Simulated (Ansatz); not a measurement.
Problem. Name a neutral molecule of C, F, O, Si and H with HOMO energy (PBE/def2-TZVPP) between -7.25 and -6.95 eV and LUMO energy (PBE/def2-TZVPP) between -0.90 and -0.60 eV (Ansatz, PBE0-D4/def2-TZVP geometry).

Solution. `O[SiH](O)C[SiH2]F` (-7.16 eV, -0.77 eV); `CO[SiH2]O[SiH](O)F` (-7.15 eV, -0.66 eV); `O[SiH2]C[Si](O)(F)F` (-7.10 eV, -0.66 eV). Other molecules can fit too; these were computed, each in one conformer that needn't be the lowest.
